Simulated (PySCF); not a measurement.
B(H)2(OEt) (C2H7BO), SMILES BOCC. The structure is a stationary point at TPSSh-D3(BJ)/def2-SVP. This is a generated structure with no PubChem entry under its InChIKey; it may be hypothetical. Other conformers were not sampled.

Computed equilibrium geometry at TPSSh-D3(BJ)/def2-SVP (PySCF confirms it by a frequency run) as a Z-matrix (one conformer of several):
```
C
H 1 1.1018
H 1 1.1039 2 108.31
O 1 1.4298 2 106.85 3 -117.90
B 4 1.3462 1 122.82 2 124.53
H 5 1.2050 4 116.74 1 179.24
H 5 1.2122 6 122.94 4 -179.98
C 1 1.5185 2 110.62 3 122.20
H 8 1.1005 1 110.52 2 61.68
H 8 1.1010 9 108.37 1 -121.60
H 8 1.1012 9 108.54 10 -117.55
```
